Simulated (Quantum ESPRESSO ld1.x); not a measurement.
Values are calculated unless marked as measured or tabulated.
Question: These are the eigenvalues of the occupied orbitals of an atom or ion with whole-number occupations (Ry). Code: ld1.x of Quantum ESPRESSO 7.5. Model: scalar-relativistic Kohn-Sham, LDA (Slater exchange, Perdew-Zunger correlation), spin-polarised, spherical densities, point nucleus.

1s down: -4977.38
1s up: -4977.38
2s up: -879.712
2s down: -879.701
2p up: -774.872
2p down: -774.864
3s up: -224.235
3s down: -224.022
3p up: -193.050
3p down: -192.837
3d up: -156.601
3d down: -156.435
4s up: -68.3211
4s down: -67.9575
4p up: -57.9151
4p down: -57.5632
4d up: -44.5941
4d down: -44.2513
4f up: -29.6469
4f down: -29.2963

Which element is it, and in what charge state? The configuration may be excited. Open shells, if any, are filled with parallel spins first.

Answer: Z = 73, tantalum, charge +17: Ta17+ in [Kr] 4d10 4f10. The list shows which subshells hold electrons but not how many an open one holds; the 1s level, -2488.7 hartree, gives Z - s = 70.6 by -(Z - s)^2/2, which with screening and relativity narrows Z to a few neighbours, and the depths of the outer levels then fix element, charge and occupations together.
